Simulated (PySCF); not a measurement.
## Worked example: chemical shift, span and skew from a shielding tensor

SiBr₂, SMILES Br[Si]Br (connectivity only; charge and spin as stated), neutral, multiplicity 1. Atoms are numbered in the order given.

```xyz
3

Si     0.0000     0.0000     1.1854
Br     0.0000     1.7683    -0.2371
Br     0.0000    -1.7683    -0.2371
```
Charge 0, spin multiplicity 1.

Coordinates come from a B3LYP-D3(BJ)/def2-TZVP optimisation. The isomer is the one that the SMILES or the coordinates give; other isomers of the formula were not compared.

GIAO shieldings from PBE0/pcSseg-2 in PySCF, non-relativistic, no solvent. The symmetric part of the tensor of Si1 has the principal values -483.5, 161.2, 185.8 ppm. The same nucleus in TMS has σ = 341.9 ppm at this level (PySCF, at its B3LYP-D3(BJ)/def2-TZVP geometry). Without spin–orbit terms, shifts of atoms bonded to Cl or Br come out too high.

### Question
Work out the isotropic shielding, the ²⁹Si shift against TMS, the span and the skew.

### Answer

σ(iso) = (σ11 + σ22 + σ33)/3 = -45.5 ppm. δ = σ(ref) − σ(iso) = 341.9 − (-45.5) = 387.4 ppm.
Span Ω = σ33 − σ11 = 669.3 ppm. Skew κ = 3(σ(iso) − σ22)/Ω = -0.93. Tumbling in solution averages the tensor to δ; in a static solid the shielding alone would spread this spin-1/2 line over Ω.
